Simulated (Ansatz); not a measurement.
Molecule: CdTe, charge 0, multiplicity 1. 
Structure (B3LYP-D3(BJ)/def2-TZVP (Ansatz, a program for electronic structure) minimum search):
```xyz
2

Cd     0.0000     0.0000    -1.3440
Te     0.0000     0.0000     1.2406
```

Total electronic energies in hartree. Cores are frozen in the correlated levels unless marked. No spin-orbit coupling. Frozen are the shells of the preceding noble gas and the d and f shells that filled before the atom's block. Past Kr the def2 sets carry scalar-relativistic core potentials. STO-3G rows are all-electron and non-relativistic. CBS marks a two-point X^-3 extrapolation of the correlation energy; Hartree-Fock from the larger set. The bracket is a focal-point correction in the basis named.

The Hartree-Fock reference is unstable (checked in the largest basis), which strains HF and MP2. 

| level | program | energy (Eh) |
|---|---|---|
| HF/STO-3G | Ansatz | -11958.70954 |
| revPBE-D4/def2-TZVPD | Ansatz + dftd4 | -435.89328 |
| revPBE/def2-TZVPD | Ansatz | -435.88966 |
| r2SCAN-D4/def2-TZVPD | Ansatz + dftd4 | -435.94841 |
| PBE0/STO-3G | Ansatz | -11962.19875 |
| PBE0-D4/def2-TZVP | Ansatz + dftd4 | -435.79416 |
| PBE0-D4/def2-TZVPD | Ansatz + dftd4 | -435.79440 |
| PBE0/def2-TZVP | Ansatz | -435.79247 |
| BHLYP/def2-TZVPD | Ansatz | -435.64076 |
| r2SCANh-D4/def2-TZVPD | Ansatz + dftd4 | -435.92154 |
| r2SCAN0-D4/def2-TZVPD | Ansatz + dftd4 | -435.88206 |
| HSE06-D4/def2-TZVPD | Ansatz + dftd4 | -435.79239 |
| B2GP-PLYP-D4/def2-TZVPD | Ansatz + dftd4 | -435.19248 |
| B2GP-PLYP/def2-TZVPD | Ansatz | -435.19164 |
| RPA@PBE/def2-TZVPP | Ansatz | -434.61377 |
| RI-MP2/def2-QZVPPD | Ansatz | -434.49459 |
| SCS-MP2/STO-3G | Ansatz | -11958.74852 |
| CCSD/CBS(def2-TZVPPD,def2-QZVPPD) | Ansatz | -434.4982 |
| CCSD(T)/def2-SVPD | Ansatz | -434.21423 |
| CCSD(T)/def2-TZVPPD | Ansatz | -434.43822 |
| RI-MP2/CBS(def2-TZVPP,def2-QZVPP)+[CCSD(T)-MP2]/def2-TZVPP | Ansatz | -434.5369 |
| RI-MP2/CBS(def2-TZVPPD,def2-QZVPPD)+[CCSD(T)-MP2]/def2-QZVPPD | Ansatz | -434.5342 |
| CCSD(T)/CBS(def2-TZVPPD,def2-QZVPPD) | Ansatz | -434.5325 |

Totals of different functionals don't rank their quality; only differences between species are comparable.
